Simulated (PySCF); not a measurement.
**Spinor energies of Ar⁴⁺ (argon, charge +4)**

Start: [Ne] 3s2 3p2; 3p1/2 filled at m_j = -1/2, +1/2. Calculated with PySCF 2.14 in x2c-TZVPPall-2c: generalised Hartree-Fock with the X2C-1e Hamiltonian and a Gaussian nucleus; one run each with spin-orbit coupling (SO) switched off, then screened by Boettger's factors.

```tsv
spinor shell	electrons	ε, spin-free (eV)	ε, screened SO (eV)	weight of nominal j (screened SO)	rms radius, screened SO (bohr)
1s1/2	2	-3311.4	-3311.4	1.000	0.0991
2s1/2	2	-405.70	-405.67	1.000	0.445
2p1/2	2	-328.45	-330.76	0.870	0.413
2p3/2	4	-328.45	-327.26	0.935	0.416
3s1/2	2	-89.287	-89.278	0.999	1.35
3p1/2	2	-74.411	-74.451	0.535	1.44
```

```json
{"quantity": "E (hartree)", "spin-free": "-523.50914", "screened SO": "-523.51424"}
{"quantity": "M_J", "spin-free": "0", "screened SO": "0"}
{"quantity": "⟨J²⟩", "spin-free": "2.009", "screened SO": "1.813"}
{"quantity": "⟨L²⟩", "spin-free": "2.007", "screened SO": "2.006"}
{"quantity": "⟨S²⟩", "spin-free": "2.002", "screened SO": "1.998"}
```

The determinant has a definite M_J but mixes levels of different J.

Each row is a mean over spinors that exchange with the open shell spreads, by up to 8.538 eV (3s1/2).

Rows whose weight is well below 1 are mixtures of j = l ± 1/2: exchange outweighs spin-orbit coupling there, and the label is only the starting occupation.

Without spin-orbit coupling the j labels of p, d and f shells carry no meaning; the spin-free column gives the mean over the occupied spinors of each nl shell.
